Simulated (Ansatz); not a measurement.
Molecule: PH$_{5}$, net charge 0, singlet state. SMILES: [H][P@TB7]([H])([H])([H])[H]
Structure (B3LYP-D3(BJ)/def2-TZVP (Ansatz, a program for electronic structure) minimum search):
```xyz
6

P      0.0000     0.0000     0.0000
H      0.0076    -0.0062     1.4787
H     -0.0076     0.0062    -1.4787
H      1.4251     0.0061    -0.0073
H     -0.7179     1.2311     0.0089
H     -0.7073    -1.2373    -0.0016
```

Wanted: atomisation energy, in kcal/mol. Terms: UHF or UKS for open shells; LANL2DZ with its own core potentials from Na on; 6-311+G** with 5d, 6d on Na to Ar in Ansatz; six Cartesian d functions in 6-31G* and its kin unless marked 5d; valence correlation only; atomisation electronic, to ground-state atoms; non-relativistic; spin-orbit terms left out. Basis-set limits of correlation are two-point, X^-3; Hartree-Fock from the larger set. Ab initio and DFT rows: single points at B3LYP-D3(BJ) geometries (Ansatz).

Coupled cluster (Ansatz) is a level with limits of its own, used here on species with T1 under 0.025 (0.045 for open shells) and stable references: CCSD(T)/CBS(def2-TZVPPD,def2-QZVPPD).

Value to compare with, CCSD(T)/CBS(def2-TZVPPD,def2-QZVPPD) (Ansatz): 313.1 kcal/mol.

```tsv
level	program	atomisation energy (kcal/mol)	difference
MP2/STO-3G	Ansatz	286.4	-26.7
MP2/3-21G	Ansatz	182.1	-131.0
MP2/LANL2DZ	Ansatz	185.3	-127.8
MP2/6-31G*	Ansatz	237.9	-75.2
MP2/6-311+G**	Ansatz	273.3	-39.8
```

Among the 5 habitual levels, MP2/3-21G lies farthest from CCSD(T)/CBS(def2-TZVPPD,def2-QZVPPD) (Ansatz) (-131.0 kcal/mol) and MP2/STO-3G nearest (-26.7); 0 of 5 lie above it, and their mean absolute difference is 80.1 kcal/mol, the median 75.2. One case shows no general order.

The sets are all those run for this method; left out are runs that failed, that the program found above a lower state of the same kind, or whose <S^2> lies over 0.5 above the pure value.
